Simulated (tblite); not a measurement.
C6H5BrNP.
Bonds: C1–C2 (double), C2–C3, C3–C4 (aromatic), C4–P5 (aromatic), P5–C6 (aromatic), C6–C7 (aromatic), C7–Br8, C7–N9 (aromatic), C3–N9 (aromatic). Hydrogens: H10, H11 on C1; H12 on C2; H13 on C4; H14 on C6.

Computed with GFN2-xTB (tblite), gas phase: L-BFGS steps from a force-field or distance-geometry start until the largest atomic force falls under 0.01 eV/Å.

Step 2: E = -676.5050 eV
```
atom  x, y, z in Å  |  force x, y, z in eV/Å
C1     -2.3643   -0.7606    0.9239    0.520   0.501  -0.402
C2     -1.7861    0.2279    0.2267   -0.146  -0.361   0.279
C3     -0.3517    0.3029   -0.1067   -0.084   0.142  -0.092
C4      0.1288    1.4001   -0.8445   -0.700  -0.144   0.273
P5      1.7916    1.5919   -1.2912    0.118   0.214  -0.163
C6      2.4949    0.1581   -0.6084    0.167  -0.365   0.188
C7      1.7064   -0.7499    0.0836    0.257   0.259  -0.190
Br8     2.6196   -2.3130    0.8157   -0.254   0.208  -0.076
N9      0.4291   -0.6984    0.3173   -0.288   0.058   0.018
H10    -1.7973   -1.5931    1.2964    0.105  -0.039  -0.005
H11    -3.4172   -0.7529    1.1333   -0.077   0.018   0.007
H12    -2.4176    1.0470   -0.1180    0.346  -0.108  -0.025
H13    -0.6120    2.1779   -1.1357    0.736  -0.593   0.171
H14     3.5753   -0.0386   -0.7146   -0.701   0.210   0.019
```

Step 3: E = -676.5371 eV
```
atom  x, y, z in Å  |  force x, y, z in eV/Å
C1     -2.3578   -0.7547    0.9190    0.000  -0.189   0.111
C2     -1.7858    0.2229    0.2306    0.140   0.286  -0.176
C3     -0.3529    0.3049   -0.1085   -0.177  -0.088   0.083
C4      0.1246    1.3952   -0.8397   -0.292  -0.083   0.136
P5      1.7886    1.5871   -1.2882    0.068   0.338  -0.221
C6      2.4933    0.1567   -0.6070    0.086  -0.109   0.053
C7      1.7078   -0.7420    0.0790   -0.106  -0.068   0.074
Br8     2.6149   -2.3096    0.8146   -0.245   0.201  -0.073
N9      0.4272   -0.6933    0.3146   -0.062  -0.069   0.041
H10    -1.7962   -1.5920    1.2955    0.091   0.012  -0.032
H11    -3.4161   -0.7526    1.1330    0.100   0.033  -0.038
H12    -2.4109    1.0448   -0.1185    0.298  -0.089  -0.021
H13    -0.5992    2.1672   -1.1326    0.436  -0.312   0.076
H14     3.5618   -0.0350   -0.7140   -0.338   0.138  -0.013
```

Step 4: E = -676.5526 eV
```
atom  x, y, z in Å  |  force x, y, z in eV/Å
C1     -2.3552   -0.7552    0.9187    0.019  -0.045   0.026
C2     -1.7826    0.2252    0.2294    0.009  -0.007   0.006
C3     -0.3570    0.3038   -0.1076   -0.035  -0.126   0.094
C4      0.1195    1.3908   -0.8349    0.244  -0.172   0.063
P5      1.7872    1.5895   -1.2897   -0.024   0.161  -0.097
C6      2.4934    0.1553   -0.6059   -0.303   0.172  -0.032
C7      1.7049   -0.7393    0.0784   -0.065  -0.101   0.081
Br8     2.6079   -2.3043    0.8127   -0.206   0.136  -0.042
N9      0.4266   -0.6913    0.3133   -0.139  -0.159   0.109
H10    -1.7939   -1.5912    1.2943    0.116  -0.023  -0.017
H11    -3.4132   -0.7519    1.1320    0.088   0.029  -0.033
H12    -2.4021    1.0422   -0.1193    0.157   0.065  -0.077
H13    -0.5852    2.1565   -1.1297    0.068   0.025  -0.038
H14     3.5490   -0.0307   -0.7139    0.073   0.045  -0.043
```

Step 5: E = -676.5604 eV
```
atom  x, y, z in Å  |  force x, y, z in eV/Å
C1     -2.3532   -0.7554    0.9184    0.006  -0.054   0.035
C2     -1.7814    0.2252    0.2297   -0.012  -0.038   0.021
C3     -0.3589    0.3017   -0.1060    0.052  -0.129   0.083
C4      0.1215    1.3859   -0.8318    0.260  -0.088   0.004
P5      1.7859    1.5923   -1.2914   -0.033   0.107  -0.062
C6      2.4880    0.1576   -0.6060   -0.200   0.168  -0.051
C7      1.7031   -0.7390    0.0789   -0.138  -0.075   0.078
Br8     2.6018   -2.3000    0.8113   -0.167   0.093  -0.024
N9      0.4237   -0.6926    0.3144   -0.082  -0.211   0.130
H10    -1.7912   -1.5911    1.2936    0.111  -0.021  -0.017
H11    -3.4107   -0.7512    1.1311    0.066   0.020  -0.023
H12    -2.3959    1.0423   -0.1208    0.093   0.110  -0.088
H13    -0.5781    2.1522   -1.1291   -0.011   0.075  -0.047
H14     3.5446   -0.0282   -0.7145    0.054   0.042  -0.037
```

Task: Estimate the geometry and energy of step 6. (The exact step hangs on the optimiser's Hessian estimate; all steps are aligned on step 5, rigid shifts and turns removed.)

Result: E = -676.5730 eV, largest force 0.229 eV/Å
```
atom  x, y, z in Å  |  force x, y, z in eV/Å
C1     -2.3485   -0.7573    0.9188   -0.011  -0.037   0.028
C2     -1.7796    0.2242    0.2307    0.010  -0.034   0.004
C3     -0.3604    0.2942   -0.1009    0.160  -0.045   0.015
C4      0.1298    1.3751   -0.8257    0.081   0.053  -0.054
P5      1.7832    1.6011   -1.2968    0.018  -0.044   0.019
C6      2.4749    0.1651   -0.6070   -0.042   0.035  -0.007
C7      1.6956   -0.7397    0.0816   -0.065   0.080  -0.036
Br8     2.5849   -2.2889    0.8079   -0.045  -0.033   0.026
N9      0.4160   -0.7019    0.3206   -0.043  -0.191   0.118
H10    -1.7825   -1.5916    1.2915    0.089  -0.016  -0.012
H11    -3.4044   -0.7492    1.1288    0.000  -0.015   0.010
H12    -2.3810    1.0453   -0.1264   -0.009   0.130  -0.073
H13    -0.5633    2.1446   -1.1287   -0.104   0.080  -0.025
H14     3.5347   -0.0215   -0.7165   -0.039   0.036  -0.013
```

The energy changes by -0.0125 eV. The first-order estimate −F·Δx gives -0.0214 eV and the mean of the old and new forces, exact on a quadratic surface, -0.0125 eV. The step makes an angle of 43° with the force vector and moves no atom by more than 0.021 Å.

What follows is the cost of the whole relaxation. The run took 0.22 s on one thread, Arm Neoverse V2 (aarch64), on a shared host.
